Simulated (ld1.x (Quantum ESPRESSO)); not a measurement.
**Before and after: RRKJ potential for nickel**

nickel, norm-conserving RRKJ (Kleinman–Bylander form), made with ld1.x (Quantum ESPRESSO) 7.5 (LDA (PZ), fully relativistic). Core [Ar], reference 3d8 4s2 4p0. Waves: 4p (bound, empty): rc 2.45 bohr; 3d (bound): rc 0.85 bohr; 4f channel at -0.1 Ry: rc 1.95 bohr; 4s (bound): rc 1.90 bohr. Local part: the s channel. Core correction: a·sin(br)/r model core, default radius (core density twice the valence density). rho0 = 0.005.

Open shells are filled in proportion to 2j + 1 (rel_dist='average').

All-electron outer shells of the reference configuration (LDA (PZ), scalar-relativistic, ld1.x):

```json
{"shell": "3s", "level (eV)": "-110.50", "outermost node (bohr)": "0.30", "outermost maximum (bohr)": "0.64"}
{"shell": "3p", "level (eV)": "-71.26", "outermost node (bohr)": "0.27", "outermost maximum (bohr)": "0.65"}
{"shell": "3d", "level (eV)": "-9.14", "outermost node (bohr)": "–", "outermost maximum (bohr)": "0.63"}
{"shell": "4s", "level (eV)": "-5.87", "outermost node (bohr)": "0.92", "outermost maximum (bohr)": "2.21"}
{"shell": "4p", "level (eV)": "-1.34", "outermost node (bohr)": "1.00", "outermost maximum (bohr)": "3.14"}
```

Change: type ultrasoft; waves now 4s (bound): rcut 1.65, rcutus 1.90 bohr; 4s channel at 2.35 Ry: rcut 1.65, rcutus 1.90 bohr; 4p (bound): rcut 2.15, rcutus 2.45 bohr; 4p channel at 0.25 Ry: rcut 2.15, rcutus 2.45 bohr; 3d (bound): rcut 0.75, rcutus 0.85 bohr; 3d channel at 2.2 Ry: rcut 0.75, rcutus 0.85 bohr; 4f channel at -0.1 Ry: rcut 1.70, rcutus 1.95 bohr; local potential all-electron potential smoothed inside 2.15 bohr (lloc = -1); augmentation built from norm-conserving waves at rcut, not smoothed further; rho0 0.

Cutoffs: the cutoffs (Ry, on a coarse ladder) from which the occupation-weighted sum of valence levels, in a spherical-Bessel basis at the reference potential, stays within 10 and 1 mRy of its value at 400 Ry; they do not see the model core or the augmentation charge, which bear on the density cutoff. Errors are all-electron minus pseudo energies relative to the spin-unpolarised reference configuration.

What does the change do?

The potential gets neither clearly harder nor softer (230 Ry and 300 Ry → 200 Ry and 300 Ry); of the 7 tests that both files solve, the error grows in 0 and shrinks in 6 by more than 15 % and 0.3 meV (median size 83.1 → 43.6 meV); the range in which the s phases agree widens (upper end 2.7 → 4.1); the range in which the d3/2 phases agree widens (upper end 0.5 → at the end of the scan); neither file shows a bound ghost. Several settings change at once here, so the effects cannot be laid on one of them.

| quantity | base | changed |
| --- | --- | --- |
| cutoff, loose | 230 Ry | 200 Ry |
| cutoff, tight | 300 Ry | 300 Ry |
| loose cutoff by channel (10 mRy a level) | d 200 Ry, s 8 Ry | s 8 Ry, d 140 Ry |
| bound ghosts | none | none |
| error for 3d8 4s1 4p0, meV [ΔE 9.60 eV] | -7.9 | -6.8 |
| error for 3d8 4s0 4p0, meV [ΔE 27.26 eV] | -53 | -44 |
| error for 3d7 4s0 4p0, meV [ΔE 65.06 eV] | -444 | -126 |
| error for 3d7 4s2 4p1, meV [ΔE 10.65 eV] | -507 | -223 |
| error for 3d6 4s0 4p0, meV [ΔE 122.92 eV] | -2376 | -946 |
| error for 3d8.5 4s1.5 4p0, meV [ΔE -1.20 eV] | -83 | -30 |
| error for 3d8 4s0 4p2, meV [ΔE 9.68 eV] | -13 | -6.5 |
| s: phases at 2.65 bohr within 0.05 rad from the reference energy up to (Ry; the scan ends near 5) | 2.7 | 4.1 |
| p1/2: phases at 2.65 bohr within 0.05 rad from the reference energy up to (Ry; the scan ends near 5) | to the end of the scan | 4.3 |
| p3/2: phases at 2.65 bohr within 0.05 rad from the reference energy up to (Ry; the scan ends near 5) | 4.7 | 4.3 |
| d3/2: phases at 2.65 bohr within 0.05 rad from the reference energy up to (Ry; the scan ends near 5) | 0.5 | to the end of the scan |
| d5/2: phases at 2.65 bohr within 0.05 rad from the reference energy up to (Ry; the scan ends near 5) | 0.5 | to the end of the scan |
| f5/2: phases at 2.65 bohr within 0.05 rad from the reference energy up to (Ry; the scan ends near 5) | to the end of the scan | to the end of the scan |
| f7/2: phases at 2.65 bohr within 0.05 rad from the reference energy up to (Ry; the scan ends near 5) | to the end of the scan | to the end of the scan |
